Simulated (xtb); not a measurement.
SbF₂, SMILES [F][Sb+][F] (connectivity only; charge and spin as stated), charge +1, multiplicity 1. All values are semi-empirical tight-binding results from xtb (GFN2-xTB unless named), good for trends rather than for accurate numbers. Geometry: GFN2-xTB. The multiplicity is an assumed one; other spin states were not compared. The isomer is the one that the SMILES or the coordinates give; other isomers of the formula were not compared.

For metal compounds this method's bond lengths and energies can be far off.

point group as xtb finds it: C2v
orbital gap: 2.90 eV
zero-point energy: 1.5 kcal/mol
G − E(el) at 298.15 K (modified RRHO): -15.7 kcal/mol
